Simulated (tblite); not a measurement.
Species: C7H17P.
Cartesian coordinates in Å at the GFN2-xTB level; atoms count from 1:
```xyz
25
C7H17P angstrom
C     -1.6368   -1.8686    0.7894
P     -1.1613   -0.3923    0.0898
C     -2.0499   -0.2030   -1.4940
C     -1.8231    0.9586    1.1267
C      0.5679    0.2872   -0.3741
C      1.1373   -0.6116   -1.4618
C      1.4099    0.2695    0.8999
C      2.7551    0.9716    0.7530
H     -1.2137   -1.9853    1.7860
H     -1.3720   -2.7115    0.1529
H     -1.7907    0.7316   -1.9889
H     -1.8100   -1.0440   -2.1410
H     -3.1154   -0.2314   -1.2723
H     -1.4834    1.9361    0.7886
H     -2.9090    0.8981    1.0746
H     -1.5225    0.7990    2.1601
H      0.4815    1.3148   -0.7424
H      1.0707   -1.6542   -1.1459
H      2.1803   -0.3791   -1.6646
H      0.5813   -0.4986   -2.3904
H      1.5665   -0.7705    1.2009
H      0.8466    0.7591    1.7003
H      2.6138    2.0010    0.4291
H      3.2793    0.9818    1.7062
H      3.3867    0.4659    0.0271
```

Computed with GFN2-xTB (tblite): harmonic, unscaled wavenumbers at the GFN2-xTB geometry, gas phase. This tight-binding method is rough: wavenumbers can miss measured ones by several per cent, in bad cases by 10 to 20. One conformer, not necessarily the lowest.

Harmonic wavenumbers (cm⁻¹): 36.7, 54.1, 123.7, 137.2, 148.6, 168.6, 195.7, 222.5, 240.4, 265.3, 267.3, 280.8, 307.2, 353.8, 369.7, 420.8, 623.1, 709.1, 745.3, 759.0, 771.0, 806.5, 822.3, 854.7, 875.6, 889.2, 935.6, 963.1, 988.5, 1016.3, 1037.9, 1076.7, 1143.3, 1150.5, 1196.3, 1250.9, 1299.1, 1303.7, 1309.6, 1345.1, 1401.5, 1405.6, 1415.2, 1417.9, 1425.4, 1437.9, 1447.1, 1483.6, 1493.5, 1498.2, 1504.2, 1512.4, 2907.6, 2946.7, 2954.9, 2962.0, 2967.6, 2988.4, 2993.9, 2996.8, 3003.7, 3008.8, 3013.6, 3014.6, 3021.2, 3025.6, 3030.7, 3033.4, 3043.0.

A = 2345, B = 1098, C = 970.1 MHz; mass 132.107 u (most abundant isotopes); point group C1, symmetry number 1.

**Question.** Zero-point energy?

**Answer.** Half the sum of the wavenumbers: 47910 cm⁻¹ = 573.13 kJ/mol.

**Question.** Give the ideal-gas entropy at 400 K and 1 bar in the rigid-rotor, harmonic-oscillator model (classical rotation).

**Answer.** Translation 175.87, rotation 126.02, vibration 222.15: S = 524.0 J/(mol K).

**Question.** And Cp and H(400 K) − H(0)?

**Answer.** Cp = 251.82 J/(mol K), of which vibrations give 218.56 (their classical limit is 69 R = 573.7); H(400 K) − H(0) = 59.07 kJ/mol without the zero-point energy, 45.76 from vibrations.

**Question.** How do the functions run with temperature in this model?

**Answer.** 
```json
{"T (K)": "150", "S (J/(mol K))": "348.6", "Cp (J/(mol K))": "126.7", "H − H(0) (kJ/mol)": "11.82", "G − H(0) (kJ/mol)": "-40.47", "ln q(vib)": "4.06"}
{"T (K)": "250", "S (J/(mol K))": "424.8", "Cp (J/(mol K))": "175.9", "H − H(0) (kJ/mol)": "26.94", "G − H(0) (kJ/mol)": "-79.25", "ln q(vib)": "7.70"}
{"T (K)": "298.15", "S (J/(mol K))": "457.9", "Cp (J/(mol K))": "200.5", "H − H(0) (kJ/mol)": "36.00", "G − H(0) (kJ/mol)": "-100.51", "ln q(vib)": "9.41"}
{"T (K)": "600", "S (J/(mol K))": "642.7", "Cp (J/(mol K))": "334.4", "H − H(0) (kJ/mol)": "118.14", "G − H(0) (kJ/mol)": "-267.46", "ln q(vib)": "19.68"}
{"T (K)": "900", "S (J/(mol K))": "795.4", "Cp (J/(mol K))": "418.4", "H − H(0) (kJ/mol)": "232.00", "G − H(0) (kJ/mol)": "-483.87", "ln q(vib)": "29.11"}
```

q(vib) and H(0) count from the zero-point level.

**Question.** What must be added to the electronic energy to get the Gibbs energy at 400 K and 1 bar?

**Answer.** ZPE + [H(400 K) − H(0)] − T·S = 573.13 + 59.07 − 209.62 = 422.58 kJ/mol.

**Question.** Blend soft modes into free rotors: weight 1/[1 + (100 cm⁻¹/ν̃)⁴] for the oscillator and the rest for a rotor with moment μB/(μ + B), μ = h/(8π²ν), B = 10⁻⁴⁴ kg m². What vibrational entropy results?

**Answer.** 206.77 J/(mol K) in place of 222.15, which changes −T·S at 400 K by +6.15 kJ/mol.

Hindered rotation and anharmonicity are outside this model. Other conformers, if any are populated, would add a mixing term that is left out. The structure is chiral; the term R ln 2 for an equal mix with its mirror image is left out.
